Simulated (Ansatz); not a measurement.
`O[SiH2]C#C[SiH3]` → `[SiH3]C1=CO[SiH2]1`  (isomerisation)

Computed with Ansatz on PBE0-D4/def2-TZVP structures; ΔE is electronic, products minus reactants. CBS: MP2 limit from def2 TZ/QZ plus the TZ coupled-cluster correction, frozen cores. Functionals use def2-TZVPP. B3LYP here is the variant with VWN-RPA as its local correlation; programs differ in this. One conformer a species, not always the lowest.

`O[SiH2]C#C[SiH3]`:

```xyz
11

O     0.460   -1.789   -2.462
Si    0.601   -0.194   -2.100
C     0.076    0.146   -0.380
C    -0.258    0.368    0.767
Si   -0.769    0.705    2.487
H     0.891   -2.420   -1.884
H     2.001    0.285   -2.227
H    -0.285    0.521   -3.041
H     0.285    1.499    3.164
H    -2.043    1.464    2.479
H    -0.958   -0.584    3.196
```

`[SiH3]C1=CO[SiH2]1`:

Cartesian coordinates in Å:
```
Si 1.315 -0.798 -1.053
C 0.017 0.020 -0.053
C -0.704 1.131 -0.324
O -1.592 1.442 0.674
Si -0.990 0.052 1.485
H 1.515 -0.041 -2.319
H 2.607 -0.849 -0.316
H 0.933 -2.197 -1.385
H -0.695 1.800 -1.183
H -0.355 0.402 2.778
H -2.050 -0.963 1.696
```

```tsv
level	ΔE (eV)
r2SCAN-D4	0.26
PBE0-D4	0.13
B3LYP-D4	0.44
PBE0	0.16
HF/def2-TZVPP	0.69
MP2/def2-TZVPP	0.52
SCS-MP2/def2-TZVPP	0.59
SCS-MP2/def2-QZVPP	0.60
```

What does CCSD(T)/CBS give? (Best estimate.)

Ansatz gave: +0.48 eV. The listed levels differ from it by -0.22, -0.35, -0.04, -0.32, 0.21, 0.04, 0.11, 0.12 eV.

Largest T1 diagnostic among the species: 0.014.

The D4 term adds −0.06 eV with B3LYP and −0.03 eV with PBE0; it sums over pairs of atoms, weighted by their polarisabilities, and B3LYP, whose exchange is more repulsive, gets the larger term. In def2-TZVPP, CCSD(T) changes the Hartree–Fock value by −0.22 eV (the triples alone add −0.04 eV) and MP2 by −0.17 eV.
